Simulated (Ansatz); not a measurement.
## Ligand exchange: C3H7Br + C2H7MgN → C3H9N + C2H5BrMg

Gas-phase species: C3H7Br `CC(C)Br`, singlet; C2H7MgN `C[CH2][Mg][NH2]`, singlet; C3H9N (isopropylamine) `CC(C)N`, singlet; C2H5BrMg `C[CH2][Mg][Br]`, singlet. The partners trade Br for NH2: C–Br and Mg–NH2 bonds give way to C–NH2 and Mg–Br.

Shapes, held fixed at every level: PBE0-D4/def2-TZVP. Flexible molecules stand in one conformer, not always the lowest. Programs: Ansatz 0.2.0. The zero-point and thermal change to 298 K, harmonic and unscaled (PBE0-D4/def2-TZVP), is +8.1 kJ/mol.

Q: Estimate ΔH(298 K) of this reaction.

A: The highest level, CCSD(T)/def2-TZVPP, gives ΔH(298 K) = -124.8 kJ/mol; the levels span -167.8 to -120.5. The column of differences is taken from that level and isn't an error. No measured value is set beside it here. Relativity is left out for Br. Outer-core shells of Br, Mg are correlated, in sets that cover them unevenly.

```json
{"level": "HF/def2-SVP", "kind": "Hartree–Fock", "ΔH(298 K) (kJ/mol)": "-167.8", "less CCSD(T)/def2-TZVPP": "-43.0"}
{"level": "PBE-D4/def2-TZVPP", "kind": "GGA", "ΔH(298 K) (kJ/mol)": "-121.7", "less CCSD(T)/def2-TZVPP": "+3.1"}
{"level": "B3LYP-D4/def2-TZVPP", "kind": "global hybrid", "ΔH(298 K) (kJ/mol)": "-124.9", "less CCSD(T)/def2-TZVPP": "-0.1"}
{"level": "BHLYP-D4/def2-TZVPP", "kind": "global hybrid", "ΔH(298 K) (kJ/mol)": "-137.7", "less CCSD(T)/def2-TZVPP": "-12.9"}
{"level": "MP2/def2-SVP", "kind": "perturbation theory", "ΔH(298 K) (kJ/mol)": "-147.6", "less CCSD(T)/def2-TZVPP": "-22.8"}
{"level": "MP2/def2-TZVPP", "kind": "perturbation theory", "ΔH(298 K) (kJ/mol)": "-120.5", "less CCSD(T)/def2-TZVPP": "+4.3"}
{"level": "CCSD(T)/def2-SVP", "kind": "coupled cluster or CI", "ΔH(298 K) (kJ/mol)": "-150.6", "less CCSD(T)/def2-TZVPP": "-25.8"}
{"level": "CCSD(T)/def2-TZVPP", "kind": "coupled cluster or CI", "ΔH(298 K) (kJ/mol)": "-124.8", "less CCSD(T)/def2-TZVPP": "0.0"}
```
